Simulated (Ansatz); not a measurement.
These are B3LYP-D3(BJ)/def2-TZVP in Ansatz (a first-principles code) values and carry that method's errors. No frequencies were computed at this level.

Ansatz 0.2 input:
```yaml
crystal:
  periodic: [false, false, false]
  atoms:
    - { symbol: N, position_ang: [-0.521853, 0.092986, -0.2377] }
    - { symbol: S, position_ang: [0.914558, -0.221756, 0.652544] }
    - { symbol: H, position_ang: [-1.119975, -0.726848, -0.225309] }
    - { symbol: H, position_ang: [-1.022506, 0.869136, 0.182762] }
    - { symbol: H, position_ang: [1.749775, -0.013518, -0.372298] }
basis:
  gaussian: { orbitals: def2-tzvp }
hamiltonian:
  xc: b3lyp
  dispersion: d3bj
relax:
  max_steps: 150
```

Output:

```
Functional definition: B3LYP
558 factors; their error is unknown
mean field evaluation 1: about -12370.1264 eV, gradient 5.3e1 eV
mean field evaluation 2: about -12359.6400 eV, gradient 8.3e1 eV
mean field evaluation 4: about -12375.2952 eV, gradient 2.9e0 eV
mean field evaluation 8: about -12375.3143 eV, gradient 2.3e-2 eV
mean field evaluation 16: about -12375.3295 eV, gradient 2.4e-5 eV
mean field -12375.32946435 eV, -454.7849695154 hartree, gradient 2.4e-5 eV, S^2 0.000000; 0 other end points of the search recorded, 0 dependent functions left out
reference -12375.32965006 eV, -454.7849763399 hartree; 13, 13 occupied and 73, 73 virtual orbitals, 558 factors
relax step   1: F+E_penalty+E_count = -12375.44017819 eV  Δ(F+E_penalty+E_count) = +0.000e0 eV  max|allowed force component| = 3.874e-1 eV/Å  Δτ_max = 0.0000 Å  (26 SCF iters, accepted)
these checks for a lower state are left out or cut short: starts, cluster_reference, orbital_swaps, neighbouring_geometries, increment
558 factors; their error is unknown
mean field -12375.33533594 eV, -454.7851852924 hartree, gradient 1.4e-5 eV, S^2 0.000000; 0 other end points of the search recorded, 0 dependent functions left out
reference -12375.33552210 eV, -454.7851921335 hartree; 13, 13 occupied and 73, 73 virtual orbitals, 558 factors
relax step   2: F+E_penalty+E_count = -12375.44575543 eV  Δ(F+E_penalty+E_count) = -5.577e-3 eV  max|allowed force component| = 9.401e-2 eV/Å  Δτ_max = 0.0311 Å  (29 SCF iters, accepted)
these checks for a lower state are left out or cut short: starts, cluster_reference, orbital_swaps, neighbouring_geometries, increment
558 factors; their error is unknown
mean field -12375.33603376 eV, -454.7852109368 hartree, gradient 1.4e-5 eV, S^2 0.000000; 0 other end points of the search recorded, 0 dependent functions left out
reference -12375.33622022 eV, -454.7852177890 hartree; 13, 13 occupied and 73, 73 virtual orbitals, 558 factors
relax step   3: F+E_penalty+E_count = -12375.44646222 eV  Δ(F+E_penalty+E_count) = -7.068e-4 eV  max|allowed force component| = 5.859e-2 eV/Å  Δτ_max = 0.0037 Å  (30 SCF iters, accepted)
these checks for a lower state are left out or cut short: starts, cluster_reference, orbital_swaps, neighbouring_geometries, increment
558 factors; their error is unknown
mean field evaluation 32: about -12375.3203 eV, gradient 3.0e-4 eV
mean field -12375.33626071 eV, -454.7852192770 hartree, gradient 1.4e-5 eV, S^2 0.000000; 0 other end points of the search recorded, 0 dependent functions left out
reference -12375.33644737 eV, -454.7852261365 hartree; 13, 13 occupied and 73, 73 virtual orbitals, 558 factors
relax step   4: F+E_penalty+E_count = -12375.44669210 eV  Δ(F+E_penalty+E_count) = -2.299e-4 eV  max|allowed force component| = 4.009e-2 eV/Å  Δτ_max = 0.0040 Å  (30 SCF iters, accepted)
these checks for a lower state are left out or cut short: starts, cluster_reference, orbital_swaps, neighbouring_geometries, increment
558 factors; their error is unknown
mean field -12375.33637246 eV, -454.7852233836 hartree, gradient 1.4e-5 eV, S^2 0.000000; 0 other end points of the search recorded, 0 dependent functions left out
reference -12375.33655921 eV, -454.7852302467 hartree; 13, 13 occupied and 73, 73 virtual orbitals, 558 factors
relax step   5: F+E_penalty+E_count = -12375.44680751 eV  Δ(F+E_penalty+E_count) = -1.154e-4 eV  max|allowed force component| = 8.613e-3 eV/Å  Δτ_max = 0.0047 Å  (30 SCF iters, accepted)
558 factors; their error is unknown
mean field evaluation 64: about -12375.3364 eV, gradient 3.1e-3 eV
mean field -12375.33637246 eV, -454.7852233836 hartree, gradient 1.4e-5 eV, S^2 0.000000; 1 other end points of the search recorded, 0 dependent functions left out
reference -12375.33655921 eV, -454.7852302467 hartree; 13, 13 occupied and 73, 73 virtual orbitals, 558 factors
Total energy: -12375.44699427 eV, -454.7892886600 hartree
Atom 0 at    -0.534010     0.089050    -0.220400 Å, force    -0.001980     0.000570    -0.004261 eV/Å
Atom 1 at     0.918160    -0.221191     0.646011 Å, force    -0.003857    -0.000539     0.002834 eV/Å
Atom 2 at    -1.129278    -0.727812    -0.230901 Å, force     0.001373    -0.008613    -0.000328 eV/Å
Atom 3 at    -1.030774     0.874184     0.177684 Å, force     0.001916     0.008142     0.004042 eV/Å
Atom 4 at     1.775902    -0.014230    -0.372395 Å, force     0.002548     0.000440    -0.002287 eV/Å
Dipole moment:    -0.223076     0.015684    -0.007756 e Å
```

Cost: about 8 core-seconds (a rough figure).
